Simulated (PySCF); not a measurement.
Compound: C4H5FO3Si (charge -1 and doublet state).
SMILES with atom numbers: `[O-:1][C:2]1[O:3][CH2:4][O:5][CH:6]=[C:7]1[SiH2:8][F:9]` (hydrogens: H10, H11 on C4; H12 on C6; H13, H14 on Si8)

Geometry (GFN2-xTB, Å), atoms numbered from 1 in this order:
```
atom  x, y, z in Å
O1     0.2985   -2.2882   -0.2387
C2    -0.2503   -1.1727   -0.2597
O3    -1.6690   -1.1350   -0.3919
C4    -2.2171    0.0350    0.1137
O5    -1.7251    1.2000   -0.4568
C6    -0.3162    1.2523   -0.3245
C7     0.4011    0.0689   -0.1514
Si8    2.2102   -0.1403    0.1025
F9     2.9151    1.3314    0.3209
H10   -3.2943    0.0004   -0.0988
H11   -2.0629    0.0689    1.2165
H12    0.0663    2.2475   -0.1837
H13    2.6226   -0.8153    1.3400
H14    3.0204   -0.6534   -1.0105
```

The hyperfine couplings belong to this conformer and change with its torsions.

Level of theory: PySCF 2.14.0, UKS B3LYP, pcH-1 on C F H O Si, non-relativistic, mean-field spin-orbit, GIAO. Whether the extra electron is bound in the gas phase wasn't checked; a finite basis holds it in any case. Couplings are sensitive to structure, and on GFN2-xTB geometries they can be far from those on DFT ones, by a factor of two or more for some ions and for spin on atoms past the first row. No stability test was run, so a lower SCF solution isn't excluded.

Task: What is the g tensor, term by term?

Result: 
```
                    Δg (ppm)     1     2     3
relativistic mass correction  -205  -205  -205
            gauge correction    18    36    21
   orbital Zeeman/spin–orbit  -160  1510  2054
                       total  -346  1342  1870
```

So g = 2.00197, 2.00366, 2.00419 and g_iso = 2.00327; the tensor is rhombic: the two nearest values differ by 24 % of g3 − g1. 

Task: What are the electron Larmor frequencies g μB B/h along the three axes at 350 mT?

Result: 9.8070, 9.8153, 9.8179 GHz for g1, g2 and g3, a range of 10.9 MHz.

Task: How much does each term add to the isotropic shift?

Result: The orbital-Zeeman/spin–orbit term 1135, the mass correction -205 and the gauge correction 25 ppm, for a total of 955 ppm. The orbital-Zeeman/spin–orbit term is the largest in size. The mass correction is the same along every axis, so the anisotropy comes from the other two: their spans along these axes are 18 (gauge) and 2213 ppm (orbital Zeeman/spin–orbit).

Task: At 9.671 GHz, how far is the centre of the isotropic spectrum from where a free electron (g = 2.002319) resonates?

Result: B = hν/(g μB) with μB/h = 13.99624 MHz/mT gives 345.09 mT for the free electron and 344.92 mT at g_iso, 0.16 mT lower.

Task: In a frozen sample, at which fields do the three g values resonate at 9.5, 34, 94 and 263 GHz (hyperfine left aside), and which band first spreads them over more than twice a line width of 0.5 mT?

Result: 
```
band    GHz  B(g3) mT  B(g2) mT  B(g1) mT  spread mT
   X    9.5    338.67    338.76    339.04       0.37
   Q   34.0   1212.07   1212.39   1213.41       1.34
   W   94.0   3351.02   3351.91   3354.73       3.71
   J  263.0   9375.74   9378.21   9386.12      10.38
```

The spread grows in proportion to the frequency. Q band is the first where it exceeds 1.0 mT.

Largest spin populations (Mulliken): C6 (+0.69), C2 (+0.16) and O1 (+0.14). The angles at C6 add up to 358.9°, so it is planar; its axial dipolar tensor and the negative coupling of its proton fit spin in a p orbital normal to that plane.

The HOMO–LUMO gaps are 3.37 eV among the α and 5.79 eV among the β orbitals.

The SMILES draws the unpaired electron on C2; the largest computed Mulliken spin population is on C6 (0.69 against 0.16).
